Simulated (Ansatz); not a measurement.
`[SiH3][N]([SiH3])[InH2]` + CH₃SH → `C[S][InH2]` + `[SiH3]N[SiH3]` at 500 K and 1 bar (ligand exchange at the In–N bond).

Calculated with Ansatz (gas phase, PBE0-D4/def2-TZVP geometries, no zero-point term in ΔE). CCSD(T)/CBS is the MP2 limit (def2-TZVPP, def2-QZVPP) plus CCSD(T) − MP2 in def2-TZVPP, frozen cores. This one scheme is used for every species. def2 core potentials past Kr. For In outer-core shells are correlated without core-valence functions, which leaves a few kJ/mol of doubt a bond.

```csv
species,CCSD(T)/CBS energy (Eh),H − E (kJ/mol),S (J/(mol·K))
`[SiH3][N]([SiH3])[InH2]`,-827.51128,236.5,481.7
CH₃SH,-438.22835,145.1,283.7
`C[S][InH2]`,-628.65181,171.9,388.4
`[SiH3]N[SiH3]`,-637.10515,216.0,394.7
```

H − E and S are ideal-gas, rigid-rotor, harmonic terms from PBE0-D4/def2-TZVP. 1 Eh = 2625.50 kJ/mol, R = 8.31446 J/(mol·K).

Problem. By hand: ΔE, ΔH, ΔS and ΔG.

Solution. ΔE = (-628.65181) + (-637.10515) − (-827.51128) − (-438.22835) = -0.01733 Eh = -45.5 kJ/mol. Δ(H − E) = 171.9 + 216.0 − 236.5 − 145.1 = 6.3, so ΔH = -39.2 kJ/mol. ΔS = 388.4 + 394.7 − 481.7 − 283.7 = 17.7 J/(mol·K). ΔG = -39.2 − 500 × (17.7)/1000 = -48.1 kJ/mol.

Problem. By hand: the equilibrium constant, and the temperature at which ΔG would vanish if ΔH and ΔS stayed fixed.

Solution. log₁₀ K = −ΔG/(RT ln 10) = 5.0. ΔH and −TΔS have one sign here, so there is no such temperature.

ΔH outweighs TΔS. A doubt of 5 kJ/mol in ΔE shifts log₁₀ K by 0.5 here. Modes under 60 cm⁻¹, often nearly free rotors, make the harmonic entropy too high. These are equilibria of isolated gas molecules and say nothing of rates. Largest T1 diagnostic: 0.015 (customary marks: 0.02 for closed shells, 0.045 for open ones).
